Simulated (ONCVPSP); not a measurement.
**PBEsol ONCV dataset for calcium, fully relativistic all-electron reference.**

ONCVPSP 4.0.1 input, shortened (lines: element, Z, core and valence counts, functional; n l f; lmax; l rc ep ncon nbas qcut; lloc lpopt rc5 dvloc0; l nproj debl; icmod fcfact rcfact), PBEsol, fully relativistic:

```
  Ca 20.00    3    4  -116133      upf
    1    0    2.00
    2    0    2.00
    2    1    6.00
    3    0    2.00
    3    1    6.00
    4    0    1.75
    4    1    0.25
    2
    0    2.10    0.00    3    7    5.30
    1    1.80    0.00    4    7    8.30
    2    1.44    0.43    4    8    3.90
    4    5    1.44    3.00
    0    2    2.80
    1    2    3.90
    2    2    2.30
    3    4.50    1.25
```

Open shells are filled in proportion to 2j + 1.

In the d channel the program set the typed energies aside and used 0.050, 2.350 Ha (j = l + 1/2; the other j can differ).

Poles of the logarithmic derivatives, all-electron (AE) and pseudo (PS). s: poles at -1.6, 3.2 (AE) and -1.6, 3.0 (PS) Ha. p3/2: poles at -0.5 (AE) and -0.5 (PS) Ha. p1/2: poles at -0.5 (AE) and -0.5 (PS) Ha. d5/2: poles at 1.5 (AE) and 1.5 (PS) Ha. d3/2: poles at 1.5 (AE) and 1.5 (PS) Ha. Test radii: s 2.13, p3/2 1.83, p1/2 1.83, d5/2 1.46, d3/2 1.46 bohr.

- Cutoffs needed: 16 Ha and 20 Ha (the cutoffs (Ha) at which the residual kinetic energy of the hardest occupied pseudo-wave falls to 1 and 0.1 mHa per electron) The cutoffs count occupied waves only; projector 1 of the d channel, the hardest unoccupied one, needs 112 Ha at the loose tolerance.
- Ghost test: no bound ghost flagged; no localised positive-energy state flagged
- Largest excitation error: -2.0 meV (all-electron minus pseudo) for 3s2 3p6 4s0 4p0, out of 4 test configurations
- rms error of d²Exc/dni dnj: 6.21 mHa without and 4.20 mHa with the model core
